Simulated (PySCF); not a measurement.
Basis-set dependence of population analyses: `F/C=C/[C@@H]1C[SiH2]1`

Species: C4H7FSi.
Geometry (PBE0-D3(BJ)/def2-SVP, Å), atoms numbered from 1 in this order:
```xyz
13
C4H7FSi angstrom
F      3.2434    0.5625   -1.0701
C      2.2731    0.4310   -0.1639
C      1.0242    0.1189   -0.5047
C     -0.0887   -0.0141    0.4516
C     -1.1288   -1.1319    0.2258
Si    -1.8294    0.5762    0.0337
H      2.6194    0.6131    0.8586
H      0.8188   -0.0417   -1.5694
H      0.2049    0.1220    1.5002
H     -1.3943   -1.7318    1.1028
H     -0.9814   -1.7455   -0.6703
H     -2.0825    1.0900   -1.3349
H     -2.6777    1.1494    1.1081
```

PBE0 throughout (PySCF), one geometry, spherical d and f functions. One conformer (not necessarily the lowest) at the PBE0-D3(BJ)/def2-SVP geometry, without solvent, vibrations or thermal averaging. The first 7 of 13 kinds of atom are listed.

Mulliken charges (e):

```json
{"basis": "STO-3G", "functions": "41", "F1": "-0.075", "C2": "+0.003", "C3": "-0.122", "C4": "-0.216", "C5": "-0.308", "Si6": "+0.537", "H7": "+0.075"}
{"basis": "6-31G", "functions": "72", "F1": "-0.322", "C2": "+0.121", "C3": "-0.089", "C4": "-0.500", "C5": "-0.582", "Si6": "+0.603", "H7": "+0.164"}
{"basis": "pcSseg-0", "functions": "72", "F1": "-0.357", "C2": "+0.160", "C3": "-0.194", "C4": "-0.813", "C5": "-0.820", "Si6": "+0.816", "H7": "+0.228"}
{"basis": "6-31G*", "functions": "102", "F1": "-0.307", "C2": "+0.151", "C3": "-0.169", "C4": "-0.335", "C5": "-0.536", "Si6": "+0.346", "H7": "+0.157"}
{"basis": "cc-pVDZ", "functions": "123", "F1": "-0.179", "C2": "+0.164", "C3": "-0.024", "C4": "-0.175", "C5": "-0.125", "Si6": "+0.194", "H7": "+0.020"}
{"basis": "def2-SVP", "functions": "123", "F1": "-0.215", "C2": "+0.164", "C3": "+0.010", "C4": "-0.282", "C5": "-0.209", "Si6": "+0.323", "H7": "+0.028"}
{"basis": "aug-cc-pVDZ", "functions": "205", "F1": "-0.484", "C2": "+0.641", "C3": "+0.612", "C4": "+1.047", "C5": "+0.631", "Si6": "-0.533", "H7": "-0.368"}
{"basis": "6-311+G(2d,p)", "functions": "212", "F1": "-0.272", "C2": "-0.102", "C3": "+0.096", "C4": "-0.163", "C5": "-0.521", "Si6": "+0.426", "H7": "+0.122"}
{"basis": "def2-TZVP", "functions": "234", "F1": "-0.190", "C2": "+0.046", "C3": "-0.177", "C4": "-0.117", "C5": "-0.341", "Si6": "+0.163", "H7": "+0.105"}
{"basis": "cc-pVTZ", "functions": "282", "F1": "-0.172", "C2": "+0.080", "C3": "-0.157", "C4": "-0.145", "C5": "-0.277", "Si6": "+0.156", "H7": "+0.086"}
{"basis": "IGLO-III", "functions": "289", "F1": "-0.239", "C2": "+0.108", "C3": "-0.094", "C4": "-0.223", "C5": "-0.461", "Si6": "+0.683", "H7": "+0.073"}
{"basis": "pcSseg-2", "functions": "321", "F1": "-0.260", "C2": "+0.223", "C3": "-0.042", "C4": "-0.252", "C5": "-0.288", "Si6": "+0.494", "H7": "+0.031"}
```

IAO charges (e):

```json
{"basis": "STO-3G", "functions": "41", "F1": "-0.091", "C2": "+0.001", "C3": "-0.200", "C4": "-0.363", "C5": "-0.504", "Si6": "+0.717", "H7": "+0.118"}
{"basis": "6-31G", "functions": "72", "F1": "-0.253", "C2": "+0.092", "C3": "-0.183", "C4": "-0.324", "C5": "-0.507", "Si6": "+0.498", "H7": "+0.149"}
{"basis": "pcSseg-0", "functions": "72", "F1": "-0.242", "C2": "+0.099", "C3": "-0.187", "C4": "-0.347", "C5": "-0.516", "Si6": "+0.524", "H7": "+0.144"}
{"basis": "6-31G*", "functions": "102", "F1": "-0.260", "C2": "+0.126", "C3": "-0.190", "C4": "-0.334", "C5": "-0.516", "Si6": "+0.602", "H7": "+0.138"}
{"basis": "cc-pVDZ", "functions": "123", "F1": "-0.261", "C2": "+0.123", "C3": "-0.192", "C4": "-0.334", "C5": "-0.519", "Si6": "+0.598", "H7": "+0.140"}
{"basis": "def2-SVP", "functions": "123", "F1": "-0.262", "C2": "+0.126", "C3": "-0.188", "C4": "-0.336", "C5": "-0.514", "Si6": "+0.621", "H7": "+0.136"}
{"basis": "aug-cc-pVDZ", "functions": "205", "F1": "-0.277", "C2": "+0.119", "C3": "-0.189", "C4": "-0.335", "C5": "-0.529", "Si6": "+0.601", "H7": "+0.146"}
{"basis": "6-311+G(2d,p)", "functions": "212", "F1": "-0.279", "C2": "+0.119", "C3": "-0.189", "C4": "-0.345", "C5": "-0.539", "Si6": "+0.635", "H7": "+0.147"}
{"basis": "def2-TZVP", "functions": "234", "F1": "-0.277", "C2": "+0.124", "C3": "-0.190", "C4": "-0.347", "C5": "-0.541", "Si6": "+0.642", "H7": "+0.145"}
{"basis": "cc-pVTZ", "functions": "282", "F1": "-0.274", "C2": "+0.124", "C3": "-0.192", "C4": "-0.344", "C5": "-0.538", "Si6": "+0.627", "H7": "+0.145"}
{"basis": "IGLO-III", "functions": "289", "F1": "-0.279", "C2": "+0.120", "C3": "-0.190", "C4": "-0.348", "C5": "-0.542", "Si6": "+0.644", "H7": "+0.147"}
{"basis": "pcSseg-2", "functions": "321", "F1": "-0.278", "C2": "+0.123", "C3": "-0.190", "C4": "-0.346", "C5": "-0.540", "Si6": "+0.640", "H7": "+0.146"}
```

Hirshfeld charges (e):

| basis | functions | F1 | C2 | C3 | C4 | C5 | Si6 | H7 |
| --- | --- | --- | --- | --- | --- | --- | --- | --- |
| STO-3G | 41 | -0.032 | +0.017 | -0.076 | -0.074 | -0.115 | +0.316 | +0.021 |
| 6-31G | 72 | -0.101 | +0.021 | -0.066 | -0.095 | -0.152 | +0.249 | +0.054 |
| pcSseg-0 | 72 | -0.090 | +0.025 | -0.074 | -0.094 | -0.153 | +0.286 | +0.052 |
| 6-31G* | 102 | -0.089 | +0.021 | -0.070 | -0.097 | -0.152 | +0.251 | +0.053 |
| cc-pVDZ | 123 | -0.079 | +0.018 | -0.075 | -0.101 | -0.159 | +0.281 | +0.050 |
| def2-SVP | 123 | -0.086 | +0.021 | -0.075 | -0.102 | -0.161 | +0.291 | +0.050 |
| aug-cc-pVDZ | 205 | -0.097 | +0.020 | -0.078 | -0.118 | -0.173 | +0.301 | +0.055 |
| 6-311+G(2d,p) | 212 | -0.100 | +0.020 | -0.078 | -0.118 | -0.169 | +0.304 | +0.056 |
| def2-TZVP | 234 | -0.096 | +0.020 | -0.077 | -0.114 | -0.169 | +0.297 | +0.055 |
| cc-pVTZ | 282 | -0.091 | +0.019 | -0.076 | -0.111 | -0.168 | +0.293 | +0.053 |
| IGLO-III | 289 | -0.097 | +0.019 | -0.079 | -0.115 | -0.170 | +0.300 | +0.055 |
| pcSseg-2 | 321 | -0.097 | +0.021 | -0.077 | -0.117 | -0.174 | +0.305 | +0.055 |

Question: Which scheme is steadiest as the basis changes?

Answer: Largest range over the bases for any column: Hirshfeld 0.07 e, IAO 0.22 e, Mulliken 1.86 e. Hirshfeld charges move least and Mulliken charges most, counted in e. Without the minimal STO-3G basis the ranges are Hirshfeld 0.06, IAO 0.15, Mulliken 1.86 e.

Question: How much do the charges still move between the two largest bases, IGLO-III and pcSseg-2?

Answer: At most, over all atoms: Mulliken 0.189 e, IAO 0.003 e, Hirshfeld 0.005 e.

Question: What do the same runs give for the total energy, the frontier levels and the dipole moment?

Answer: 
| basis | energy (Eh) | HOMO (eV) | LUMO (eV) | μ (D) |
| --- | --- | --- | --- | --- |
| STO-3G | -538.8402 | -3.60 | 3.92 | 1.40 |
| 6-31G | -545.3760 | -6.26 | 0.33 | 2.04 |
| pcSseg-0 | -544.5646 | -6.51 | 0.17 | 2.16 |
| 6-31G* | -545.4634 | -6.07 | 0.34 | 1.66 |
| cc-pVDZ | -545.4999 | -6.20 | 0.26 | 1.71 |
| def2-SVP | -545.2113 | -6.28 | 0.23 | 1.83 |
| aug-cc-pVDZ | -545.5192 | -6.35 | -0.27 | 1.95 |
| 6-311+G(2d,p) | -545.5766 | -6.36 | -0.28 | 2.02 |
| def2-TZVP | -545.6012 | -6.32 | -0.09 | 1.92 |
| cc-pVTZ | -545.5938 | -6.30 | 0.02 | 1.84 |
| IGLO-III | -545.6071 | -6.34 | -0.01 | 1.99 |
| pcSseg-2 | -545.6080 | -6.35 | -0.20 | 1.99 |

The dipole is fixed by the density alone, so its range of 0.76 D shows that the density itself changes with the basis, not only its division among atoms.
